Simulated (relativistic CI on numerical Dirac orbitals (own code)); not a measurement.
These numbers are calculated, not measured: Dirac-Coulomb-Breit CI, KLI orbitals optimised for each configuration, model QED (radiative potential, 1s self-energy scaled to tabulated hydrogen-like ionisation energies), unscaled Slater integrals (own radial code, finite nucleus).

Configurations in the expansion (outside the closed core [Ar] 3d10): 4s2.4p6.4d10.4f11, 4s2.4p6.4d10.4f10.5s, 4s2.4p6.4d10.4f9.5s2, 4s2.4p6.4d10.4f10.5p, 4s2.4p6.4d9.4f12, 4s2.4p6.4d10.4f9.5s.5p, 4s2.4p6.4d10.4f9.5p2, 4s2.4p6.4d8.4f13, 4s2.4p6.4d10.4f10.5d, 4s2.4p5.4d10.4f12, 4s2.4p6.4d9.4f10.5s2, 4s2.4p6.4d9.4f11.5s, 4s2.4p6.4d10.4f10.6s, 4s.4p6.4d10.4f12, 4s2.4p4.4d10.4f13, 4s2.4p5.4d9.4f13, 4p6.4d10.4f13, 4s.4p6.4d9.4f13, 4s.4p6.4d10.4f11.5s, 4s.4p5.4d10.4f13. Levels of other configurations are missing.

At this charge transitions that keep the count of f electrons are usually good to a few per cent. Terms inside the open d or f shell come out 10 to 20 % too wide with unscaled integrals. Levels that differ in their count of f electrons can be misplaced by several ten thousand cm⁻¹, since the correlation energy of f electrons is missing or only estimated; rates across such gaps can be off by orders of magnitude.

Outline of the computed level scheme of Pb XXVI. Lowest level of each configuration: 4s2.4p6.4d10.4f11 4I°_15/2 at 0.0000 eV; 4s2.4p6.4d10.4f10.5s 6I_17/2 at 80.4590 eV.

Some strong electric-dipole decays among the lowest 45 levels: 4s2.4p6.4d10.4f10.5s 4G_11/2 → 4s2.4p6.4d10.4f11 2H°_11/2 (4.7e+04 s⁻¹).

LS names give the leading component of a level, which can be under half, so a name can repeat, a term be missing and a line seem to break the LS rules.
